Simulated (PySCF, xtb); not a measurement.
**Two structures of CH2OSi2**

Structure a is `O=[SiH]C=[Si]`, a singlet and structure b is a singlet given by its coordinates. Both are isolated molecules in the gas phase, relaxed with B3LYP/6-31G*; the shapes shown needn't be the lowest conformers.

a (Å):

```xyz
6

C     1.5449   -0.1474   -1.1787
O    -0.1736   -1.7843    0.6780
Si   -0.0069   -0.6770   -0.3741
Si    1.5758    1.1156   -2.3477
H    -1.1594    0.1249   -0.8757
H     2.4261   -0.7045   -0.8465
```

b (Å):

```xyz
6

C    -0.3741    1.6877   -0.2975
O     0.0834   -0.6428   -1.1928
Si   -0.9785    0.0808   -0.1628
Si    0.8713    0.9698   -1.4757
H    -2.0192   -0.7588    0.5001
H    -0.5810    2.6748    0.0925
```

Close contacts (Å): C1–Si3 1.72, C1–Si4 1.86, O2–Si3 1.65, O2–Si4 1.82, Si3–Si4 2.44, C1–H6 1.08, Si3–H5 1.49.

Question: Estimate which is lower in electronic energy at CCSD(T)/def2-SVP + ΔMP2/def2-TZVPP, and by roughly how much.

Answer: The CCSD(T)/def2-SVP + ΔMP2/def2-TZVPP calculation puts structure b lower, by 25.3 kcal/mol.

Level by level:

```tsv
level	geometry	E(b) − E(a) (kcal/mol)	departure from the last row (kcal/mol)	job, with rough time for the two
B3LYP/6-31G*	B3LYP/6-31G*	−21.4	+3.9	optimisation, 4.2 min
HF/def2-SVP	B3LYP/6-31G*	−24.8	+0.5	part of the CCSD(T) run
MP2/def2-SVP	B3LYP/6-31G*	−22.5	+2.8	part of the CCSD(T) run
CCSD(T)/def2-SVP	B3LYP/6-31G*	−21.5	+3.8	single point
CCSD(T)/def2-SVP + ΔMP2/def2-TZVPP	B3LYP/6-31G*	−25.3		single point, 68 s
```

The levels shown agree on the order. The largest departure from CCSD(T)/def2-SVP + ΔMP2/def2-TZVPP is that of B3LYP/6-31G*, 3.9 kcal/mol. No reliable frequencies are at hand for b, so it isn't confirmed as a minimum. Levels run at GFN2-xTB geometries aren't shown. The last row adds to CCSD(T) the change of the MP2 difference between the two basis sets, here −3.8 kcal/mol, a large step that makes the value less sure.

The T1 diagnostic of structure a is large, so the coupled-cluster value is less sure. The correlated steps freeze 12 core orbitals. Programs: PySCF 2.14.0, xtb 6.7.1 (Pople sets with spherical d functions); the last row on 2 threads of Intel(R) Xeon(R) Processor @ 2.50GHz (Skylake/Cascade Lake) on a shared host.
